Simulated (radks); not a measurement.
Results of a calculation; reference values are marked as such.
Question: Radial electron density D(r) = 4 pi r^2 rho(r) of an atom or ion with 3 electrons. Code: a radial shooting solver on a logarithmic mesh with Libxc functionals. Model: non-relativistic Kohn-Sham, LDA (Slater exchange, Perdew-Wang correlation), spin-unpolarised, spherical densities, point nucleus.

r (bohr),D(r) (e/bohr)
0.004705,5.651
0.005263,6.799
0.005839,8.039
0.006531,9.581
0.007247,11.22
0.008106,13.22
0.008995,15.29
0.01006,17.75
0.01116,20.22
0.01249,23.06
0.01385,25.78
0.0155,28.74
0.0172,31.40
0.01923,34.04
0.02134,36.12
0.02387,37.81
0.02649,38.70
0.02963,38.78
0.03287,37.95
0.03677,36.03
0.0408,33.33
0.04563,29.61
0.05063,25.61
0.05664,21.06
0.06284,16.95
0.07029,13.02
0.07799,10.09
0.08724,7.892
0.0968,6.730
0.1083,6.274
0.1201,6.328
0.1344,6.558
0.1491,6.643
0.1668,6.379
0.1851,5.742
0.207,4.709
0.2297,3.590
0.2569,2.419
0.285,1.510
0.3188,0.8045
0.3538,0.3956
0.3957,0.1588
0.4391,0.05846
0.4911,0.01663
0.5449,0.004297
0.6095,0.0008010
0.6763,0.0001339

What is the nuclear charge?

Answer: Z = 35. The innermost maximum, from 1s, lies near 1/Z = 0.0286 bohr (found: 0.0282), and its height grows with Z. The density is that of the bromine ion Br32+ in [He] 2s1; the configuration itself is not fixed sharply by these data, and Z only to about a unit. D(r) has 2 maxima, at r = 0.0282, 0.147 bohr, and minima at 0.112 bohr, inside which lie 2.11 electrons.
